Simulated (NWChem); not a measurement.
KF; SMILES [F][K]

```xyz
2

K      0.0000     0.0000    -0.7269
F      0.0000     0.0000     1.4490
```
Atoms are numbered in this order, from 1.

Level: B3LYP/6-31G* (spherical d) (NWChem), optimised geometry, unscaled harmonic frequencies. 

```csv
frequency (cm⁻¹),IR intensity (km/mol)
451,58.2
```

| Quantity | Result |
|---|---|
| zero-point energy | 0.6 kcal/mol |
| thermal correction to the enthalpy at 298.15 K (with zero-point energy) | 2.9 kcal/mol |
| heat capacity Cv | 6.3 cal/(mol K) |
| entropy at 298.15 K and 1 atm (symmetry number 1) | 54.0 cal/(mol K) |
| dipole moment | 7.60 D |

Rigid rotor and harmonic oscillator.
